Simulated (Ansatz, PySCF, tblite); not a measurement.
Approach curve of the dimer H3N ··· H3Al (SMILES N and [AlH3]). Monomers: optimised at B3LYP-D3(BJ) (def2-TZVP), held rigid. Orientation: a higher rigid-body minimum at GFN2-xTB. The monomers approach along the line of their centres of mass (distance R); nothing else relaxes.

Geometry at R = 2.49 Å (first 4 atoms: monomer A):
```
8

N      0.0008    -0.0014     0.2791
H     -0.7298    -0.5967    -0.0938
H     -0.1527     0.9309    -0.0880
H      0.8817    -0.3327    -0.0972
Al    -0.0078     0.0169    -2.2812
H     -1.4867     0.5733    -2.2726
H      1.2136     1.0195    -2.2784
H      0.2497    -1.5421    -2.2935
```

- RKS-B3LYP/6-31G* = restricted B3LYP/6-31G*, spherical d, no counterpoise correction in PySCF
- GFN2-xTB (tblite)
- RMP2/6-31G* = restricted MP2 (frozen core)/6-31G*, spherical d, no counterpoise correction (PySCF)
- CCSD(T)/aug-cc-pVTZ = CCSD(T) on RHF/aug-cc-pVTZ, frozen core, counterpoise-corrected (Ansatz, a quantum-chemistry and plane-wave program)

Interaction energies in kJ/mol; the last columns give the difference from CCSD(T):

| R / Å | RKS-B3LYP/6-31G* | GFN2-xTB | RMP2/6-31G* | CCSD(T)/aug-cc-pVTZ | RKS-B3LYP/6-31G* − CCSD(T)/aug-cc-pVTZ | GFN2-xTB − CCSD(T)/aug-cc-pVTZ | RMP2/6-31G* − CCSD(T)/aug-cc-pVTZ |
|---|---|---|---|---|---|---|---|
| 1.93 | 81.17 | 3.96 | 89.45 | 85.86 | -4.69 | -81.91 | 3.59 |
| 2.06 | 34.58 | -18.37 | 41.94 | 39.33 | -4.76 | -57.71 | 2.61 |
| 2.35 | -12.51 | -37.32 | -6.23 | -7.74 | -4.76 | -29.58 | 1.51 |
| 2.49 | -20.53 | -38.78 | -14.73 | -15.49 | -5.04 | -23.29 | 0.76 |
| 2.67 | -24.33 | -37.10 | -19.22 | -18.68 | -5.64 | -18.41 | -0.53 |
| 2.86 | -24.23 | -32.91 | -19.91 | -17.85 | -6.39 | -15.06 | -2.06 |
| 3.11 | -21.48 | -25.93 | -18.18 | -14.33 | -7.15 | -11.60 | -3.86 |
| 3.47 | -16.34 | -16.49 | -14.26 | -8.98 | -7.36 | -7.51 | -5.28 |
| 3.96 | -10.27 | -7.87 | -9.11 | -4.14 | -6.13 | -3.73 | -4.97 |
| 4.72 | -3.70 | -2.16 | -3.11 | -1.00 | -2.71 | -1.16 | -2.11 |
| 5.62 | -0.13 | -0.45 | 0.07 | -0.02 | -0.11 | -0.43 | 0.09 |
| 6.90 | 0.45 | -0.02 | 0.49 | 0.18 | 0.28 | -0.20 | 0.32 |

RKS-B3LYP/6-31G* is furthest from CCSD(T)/aug-cc-pVTZ at 3.47 (-7.36 kJ/mol, below); its mean absolute difference over the points is 4.58 kJ/mol.

GFN2-xTB is furthest from CCSD(T)/aug-cc-pVTZ at 1.93 (-81.91 kJ/mol, below); its mean absolute difference over the points is 20.88 kJ/mol.

RMP2/6-31G* is furthest from CCSD(T)/aug-cc-pVTZ at 3.47 (-5.28 kJ/mol, below); its mean absolute difference over the points is 2.31 kJ/mol.
